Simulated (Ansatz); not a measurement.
Molecule: CRe (charge 0, quartet). The spin state was set by rule; other spins were not relaxed. 
Coordinates optimised at B3LYP-D3(BJ)/def2-TZVP (Ansatz, an electronic-structure program):
SMILES: [Re][C]
```xyz
2

Re     0.0000     0.0000    -0.1255
C      0.0000     0.0000     1.5688
```
Charge 0, spin multiplicity 4.

Wanted: atomisation energy (electronic, to ground-state atoms), in kJ/mol. Correlated levels leave the core frozen unless marked. UHF or UKS for open shells. No spin-orbit coupling. Frozen are the shells of the preceding noble gas and the d and f shells that filled before the atom's block. Past Kr the def2 sets carry scalar-relativistic core potentials. The coupled-cluster limit lacks core correlation, which all-electron functionals hold. CBS(X,Y): correlation extrapolated as X^-3; Hartree-Fock from the larger set. The bracket is a focal-point correction in the basis named.

```
level                                                                 program  atomisation energy (kJ/mol)
-------------------------------------------------------------  --------------  ---------------------------
HF/def2-QZVPPD                                                         Ansatz                        169.1
revPBE/def2-TZVPD                                                      Ansatz                        609.1
r2SCAN-D4/def2-TZVPD                                           Ansatz + dftd4                        566.4
PBE0-D3(BJ)/def2-TZVPD                                         Ansatz + dftd3                        551.0
PBE0-D4/def2-TZVPD                                             Ansatz + dftd4                        551.0
PBE0/def2-TZVPD                                                        Ansatz                        548.0
PBE0/def2-QZVPP                                                        Ansatz                        552.7
HSE06-D3(BJ)/def2-TZVPD                                        Ansatz + dftd3                        553.3
RPA@PBE/def2-TZVPP                                                     Ansatz                        488.7
SCS-MP2/def2-QZVPPD                                                    Ansatz                        415.9
CCSD/def2-TZVPP                                                        Ansatz                        459.0
CCSD/CBS(def2-TZVPPD,def2-QZVPPD)                                      Ansatz                        474.2
CCSD(T)/def2-TZVPP                                                     Ansatz                        500.2
RI-MP2/CBS(def2-TZVPPD,def2-QZVPPD)+[CCSD(T)-MP2]/def2-TZVPPD          Ansatz                        515.6
CCSD(T)/CBS(def2-TZVPPD,def2-QZVPPD)                                   Ansatz                        519.5
```

The UHF reference is spin-contaminated (<S^2> 1.24 over the pure value in the largest basis). The T1 diagnostic of CCSD in the largest basis is 0.109, which is high, so the coupled-cluster rows are less sure than usual.
